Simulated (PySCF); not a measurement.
C₆H₃N₂OP.
Cartesian coordinates in Å at the GFN2-xTB level; atoms count from 1:
```xyz
13
C6H3N2OP angstrom
N      4.1197   -0.1211    0.4171
C      2.9830   -0.1817    0.2967
C      1.5746   -0.2629    0.0811
C      1.1445   -0.4115   -1.2328
P     -0.5247   -0.5280   -1.6945
C     -1.2390   -0.4004   -0.1006
C     -2.7053   -0.4539   -0.0151
O     -3.3454   -0.3783    0.9991
C     -0.4921   -0.2528    1.0698
N      0.8129   -0.1872    1.1715
H      1.8934   -0.4570   -2.0143
H     -3.1944   -0.5746   -1.0042
H     -1.0317   -0.1832    2.0085
```

The calculation used PySCF, TDDFT B3LYP/def2-SVPD, vertical, gas phase, core orbitals frozen in the response.

| state | λ (nm) | E (eV) | f | symmetry | main configurations (H = HOMO, L = LUMO) |
| --- | --- | --- | --- | --- | --- |
| S1 | 418.1 | 2.97 | 0.0000 | – | H→L (96%) |
| S2 | 351.5 | 3.53 | 0.0021 | A″ | H-1→L (97%) |
| S3 | 315.7 | 3.93 | 0.0016 | – | H→L+1 (89%), H-1→L+1 (8%) |
| S4 | 287.6 | 4.31 | 0.056 | A′ | H-3→L (39%), H-2→L (33%), H-2→L+1 (21%) |
| S5 | 284.3 | 4.36 | 0.0036 | A″ | H-1→L+1 (89%) |
| S6 | 268.4 | 4.62 | 0.0024 | A″ | H-4→L (97%) |
| S7 | 264.0 | 4.70 | 0.272 | A′ | H-2→L (60%), H-3→L (25%), H-2→L+1 (11%) |
| S8 | 229.4 | 5.40 | 0.0052 | A″ | H-4→L+1 (94%) |

Triplets, Tamm–Dancoff:

```json
{"state": "T1", "E (eV)": "2.62", "λ (nm)": "472.8", "main configurations (H = HOMO, L = LUMO)": "H→L (90%)"}
{"state": "T2", "E (eV)": "3.09", "λ (nm)": "400.7", "main configurations (H = HOMO, L = LUMO)": "H-1→L (83%)"}
{"state": "T3", "E (eV)": "3.10", "λ (nm)": "400.3", "main configurations (H = HOMO, L = LUMO)": "H-2→L (77%), H-3→L (13%)"}
```

The lowest singlet comes at 418 nm (286 kJ/mol) in the visible; it is dark (f under 0.0005); its leading configuration is HOMO→LUMO (96%). The most intense listed level is S7 at 4.70 eV (264 nm, f = 0.272), 1.73 eV above S1. Löwdin shares by element: HOMO oxygen 48%, carbon 21% or more, nitrogen 15% or more (atoms not listed hold the other 16%); LUMO carbon 26% or more, phosphorus 25%, oxygen 11% (atoms not listed hold the other 38%). Weighted by f, the mean energy of these states is 4.63 eV. Of the 8 states listed, 2 reach f = 0.01 and 1 stays under 0.0005. The listed states span 2.44 eV, and the widest gap between neighbours is 0.71 eV (S7 to S8). S1 lies in the visible range (380 to 750 nm), at 418 nm, dark in the vertical dipole picture (f under 0.0005); light of that wavelength is violet, and its complementary colour is yellow-green; a Tamm–Dancoff triplet lies at 473 nm, without intensity as long as spin–orbit coupling is left out. Symmetry labels in Cs follow from the direction of the transition dipole and are given only for states with f of 0.002 or more. Only the lowest 8 singlets were computed, as vertical energies without vibronic structure.

One conformer stands for the species.
